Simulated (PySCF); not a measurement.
## Spinor energies of Bi (bismuth, neutral)

Start: [Xe] 4f14 5d10 6s1 6p4; 6s1/2 filled at m_j = +1/2; 6p1/2 filled at m_j = +1/2; 6p3/2 filled at m_j = -1/2, +1/2, +3/2. Calculated with PySCF 2.14 in x2c-SVPall-2c with one added diffuse shell each of s, p type (8s12p7d2f, 93 functions): generalised Hartree-Fock with the X2C-1e Hamiltonian and a Gaussian nucleus; one run each with spin-orbit coupling (SO) switched off, then screened by Boettger's factors. This is a chosen level, not necessarily the ground level.

| spinor shell | electrons | ε, spin-free (eV) | ε, screened SO (eV) | weight of nominal j (screened SO) | rms radius, screened SO (bohr) |
| --- | --- | --- | --- | --- | --- |
| 1s1/2 | 2 | -91046.2 | -91003.6 | 1.000 | 0.0178 |
| 2s1/2 | 2 | -16520.4 | -16506.3 | 1.000 | 0.0718 |
| 2p1/2 | 2 | -14155.0 | -15836.1 | 1.000 | 0.0606 |
| 2p3/2 | 4 | -14155.0 | -13510.7 | 1.000 | 0.0691 |
| 3s1/2 | 2 | -4063.1 | -4057.9 | 1.000 | 0.183 |
| 3p1/2 | 2 | -3377.2 | -3755.8 | 1.000 | 0.175 |
| 3p3/2 | 4 | -3377.2 | -3227.9 | 1.000 | 0.192 |
| 3d3/2 | 4 | -2673.6 | -2737.0 | 1.000 | 0.168 |
| 3d5/2 | 6 | -2673.6 | -2626.3 | 1.000 | 0.172 |
| 4s1/2 | 2 | -974.05 | -971.97 | 1.000 | 0.401 |
| 4p1/2 | 2 | -745.61 | -839.32 | 1.000 | 0.404 |
| 4p3/2 | 4 | -745.61 | -707.63 | 1.000 | 0.438 |
| 4d3/2 | 4 | -477.62 | -490.92 | 1.000 | 0.450 |
| 4d5/2 | 6 | -477.62 | -466.39 | 1.000 | 0.455 |
| 5s1/2 | 2 | -183.70 | -182.85 | 1.000 | 0.891 |
| 4f5/2 | 6 | -181.36 | -183.09 | 1.000 | 0.479 |
| 4f7/2 | 8 | -181.36 | -177.72 | 1.000 | 0.481 |
| 5p1/2 | 2 | -117.13 | -134.81 | 1.000 | 0.950 |
| 5p3/2 | 4 | -117.13 | -109.42 | 1.000 | 1.04 |
| 5d3/2 | 4 | -37.707 | -38.986 | 0.988 | 1.30 |
| 6s1/2 | 1 | -23.119 | -22.594 | 1.000 | 2.38 |
| 6p3/2 | 3 | -8.728 | -8.391 | 0.580 | 3.24 |
| 6p1/2 | 1 | -8.728 | -10.220 | 0.593 | 2.99 |

Q: Where does 5d5/2 lie, and what is the 5d spin-orbit splitting (screened SO)?

A: At -35.765 eV, 3.221 eV above 5d3/2.

| quantity | spin-free | screened SO |
| --- | --- | --- |
| E (hartree) | -21512.29713 | -21553.29096 |
| M_J | 5/2 | 5/2 |
| ⟨J²⟩ | 8.807 | 8.805 |
| ⟨L²⟩ | 2.002 | 2.451 |
| ⟨S²⟩ | 3.806 | 3.832 |

Each row is a mean over spinors that exchange with the open shell spreads, by up to 4.659 eV (6p3/2).

Rows whose weight is well below 1 are mixtures of j = l ± 1/2: exchange outweighs spin-orbit coupling there, and the label is only the starting occupation.

⟨J²⟩ departs a little from M_J(M_J + 1) because the unrestricted spinors polarise the closed shells.

Breit and QED terms are absent; they matter most for the inner s and p1/2 levels.

Densities and radii are taken from the X2C orbitals without a picture-change correction, which distorts them close to the nucleus.

Without spin-orbit coupling the j labels of p, d and f shells carry no meaning; the spin-free column gives the mean over the occupied spinors of each nl shell.
